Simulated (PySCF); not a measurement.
Run record: EPR job, `[CH2]c1ccc(B(F)F)cc1` [radical].

Method: UKS B3LYP, pcH-1 on B C F H, non-relativistic, mean-field spin-orbit, GIAO (PySCF 2.14.0). Geometry: GFN2-xTB. The input is one job of a driver script: a line of settings, then coordinates in Å.

Command:
```bash
OMP_NUM_THREADS=1 python probes_run.py task.json out
```

Input:
```
{"job": {"kind": "epr", "basis": "pcH-1"}, "charge": 0, "multiplicity": 2}
C     -2.852137    -0.002891    -0.016178
C     -1.478460    -0.000029    -0.011947
C     -0.730124    -1.192727    -0.245666
C      0.635254    -1.182626    -0.234986
C      1.364021     0.001746     0.005940
B      2.905843     0.002457     0.022616
F      3.626736     1.091709     0.245022
F      3.632823    -1.086001    -0.182947
C      0.630597     1.185634     0.234729
C     -0.734808     1.194345     0.227917
H     -3.413416     0.896910     0.161333
H     -3.408015    -0.905650    -0.196256
H     -1.271345    -2.108731    -0.431785
H      1.186424    -2.094525    -0.412952
H      1.177720     2.098829     0.418421
H     -1.278712     2.110494     0.405327
```

Output:
```
UKS, coarse grid
  cycle   1  E = -494.92908683  |g| = 5.15e-01
  cycle   2  E = -494.86357981  |g| = 7.32e-01
  cycle   3  E = -495.02315178  |g| = 5.80e-02
  cycle   4  E = -495.02444620  |g| = 3.42e-02
  cycle   5  E = -495.02503474  |g| = 1.41e-02
  cycle   6  E = -495.02516160  |g| = 6.74e-03
  cycle   7  E = -495.02521548  |g| = 2.97e-03
  cycle   8  E = -495.02522944  |g| = 1.21e-03
  cycle   9  E = -495.02523053  |g| = 5.11e-04
UKS, final grid
  cycle   1  E = -495.02496407  |g| = 6.13e-04
  cycle   2  E = -495.02496393  |g| = 9.09e-04
  cycle   3  E = -495.02496434  |g| = 1.00e-04
  cycle   4  E = -495.02496436  |g| = 8.55e-05
  cycle   5  E = -495.02496438  |g| = 4.18e-05
  cycle   6  E = -495.02496438  |g| = 1.41e-05
E = -495.02496438 Eh   <S^2> = 0.7810 (exact 0.7500)
g shifts (ppm)      1          2          3
  rmc          -143       -143       -143
  gc             -1         28         36
  oz_so          -8        598        892
  total        -152        482        785
hyperfine (MHz)  atom isotope    a_iso     a_fc   dipolar eigenvalues
    0   13C      56.35      56.35    -54.93    -53.84    108.77
    1   13C     -40.25     -40.25    -21.12      8.39     12.73
    2   13C      22.97      22.97    -18.43    -18.10     36.53
    3   13C     -20.74     -20.74    -15.39      6.64      8.76
    4   13C      20.11      20.11    -21.49    -20.15     41.64
    5   11B      -9.38      -9.38     -3.55     -0.98      4.53
    6   19F       6.36       6.36    -17.94    -16.57     34.51
    7   19F       6.36       6.36    -17.93    -16.56     34.50
    8   13C     -20.74     -20.74    -15.40      6.64      8.76
    9   13C      22.97      22.97    -18.43    -18.11     36.53
   10    1H     -43.31     -43.31    -25.34     -1.04     26.38
   11    1H     -43.31     -43.31    -25.33     -1.05     26.38
   12    1H     -15.40     -15.40     -5.93     -2.17      8.10
   13    1H       6.39       6.39     -2.41     -1.31      3.71
   14    1H       6.39       6.39     -2.41     -1.31      3.71
   15    1H     -15.40     -15.40     -5.95     -2.16      8.11
```

rmc, gc and oz_so are the mass-correction, gauge-correction and orbital-Zeeman/spin–orbit parts of the g shift along its three principal axes; a_iso is the isotropic hyperfine coupling and a_fc its Fermi-contact part. The program numbers atoms from 0.

**Question.** How far is ⟨S²⟩ from the pure-spin value?

**Answer.** S = 0.5 gives S(S+1) = 0.75; the run has 0.7810, 0.0310 more.

**Question.** Get g_iso from the total shifts.

**Answer.** Their mean is 372 ppm; added to g_e = 2.002319 it gives 2.00269.

Main results: ⟨S²⟩ 0.781; g_iso 2.0027.

Geometry: GFN2-xTB; no solvent, vibrations or thermal averaging.

Hardware: one thread of an Arm Neoverse V1, no GPU, on a shared host. Cost: 2.0 min of wall time (with the writing of density and orbital grids), 1.1 GiB resident at most.
Labels such as C1 count atoms from 1, the log's own numbers from 0.
